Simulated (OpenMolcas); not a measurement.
Cu4+: moving or changing the point charges

Cu4+ among 6 point charges of -2.2 e arranged as an octahedron (Oh), 1.82 Å from the ion.
```
   1.8200    0.0000    0.0000  -2.20
   0.0000    1.8200    0.0000  -2.20
  -1.8200    0.0000    0.0000  -2.20
   0.0000   -1.8200    0.0000  -2.20
   0.0000    0.0000    1.8200  -2.20
   0.0000    0.0000   -1.8200  -2.20
```

```json
{
 "Program": "OpenMolcas",
 "Method": "SS-CASPT2, IPEA 0.25 Eh, imaginary shift 0.1 Eh (closed shells correlated: 3s 3p)",
 "Basis": "ANO-RCC-VTZP [6s5p3d2f1g]",
 "Scalar Hamiltonian": "DKH2, point nucleus",
 "Active space": "7 electrons in 5 orbitals (3d)",
 "State averaging": "2S+1 = 4 even, 10 roots; 2S+1 = 2 even, 40 roots",
 "Spin-orbit coupling": "RASSI with atomic mean-field integrals over the reference wave functions"
}
```

Runs around this geometry, states (labels of O, the rotations of Oh). Energies in cm-1 above the lowest state or level, χT in cm3 K/mol; under a threefold ground state the first gap can be a small split of the lowest multiplet, not the spin-orbit step.

```tsv
R (Å)	q (e)	Ground state	First state of that spin	First gap with spin-orbit (degeneracies)	χT at 300 K	First state of another spin
1.82	-1.43	4T1	4T2 940	260 (2, 4)	4.900	2T2 22280
1.69	-2.2	4T1	4T2 3560	550 (2, 4)	3.922	2E 22640
1.82	-2.2	4T1	4T2 2320	470 (2, 4)	4.245	2E 22640
1.93	-2.2	4T1	4T2 1750	410 (2, 4)	4.472	2E 22610
```

Taking the first state of the same spin as R^-n, n = -ln(1750 / 3560) / ln(1.93 / 1.69) = 5.3 between the shortest and longest distance.

Roots that are degenerate in the reference are averaged as groups; the widest CASPT2 spread within a group is 410 cm-1 (the 3-fold group of multiplicity 4 near 935 cm-1 above the lowest state of its run, R = 1.82, q = -1.43). Shifts and gaps below about the spread of the groups concerned are not significant. An orbital triplet at a regular site is open to Jahn-Teller coupling, which can distort the site and quench the lowest spin-orbit gaps and is left out. Point charges give a weaker field than real ligands, and real ions of this kind are often low spin; the high spin found here belongs to the model. Free-ion shares, where given, are those of the reference states; single-state CASPT2 does not remix them. This field is weak: 10Dq is about 1705 cm-1, while octahedral complexes of 3d ions of charge 3 and more, computed by the same method with explicit ligands, had a median near 15000 cm-1. Ground spin and moment need not be those of a real site (figures for R = 1.82, q = -1.43; the like holds for R = 1.69, q = -2.2, R = 1.82, q = -2.2, R = 1.93, q = -2.2). The ground term spreads over less than 5000 cm-1, several times less than with real ligands, so orbital moments are less quenched and χT lies further from the spin-only value than at real sites (holds for R = 1.82, q = -1.43; R = 1.93, q = -2.2). Point charges carry no covalency, so the field is a model and not that of real ligands. No measured value stands beside these numbers.
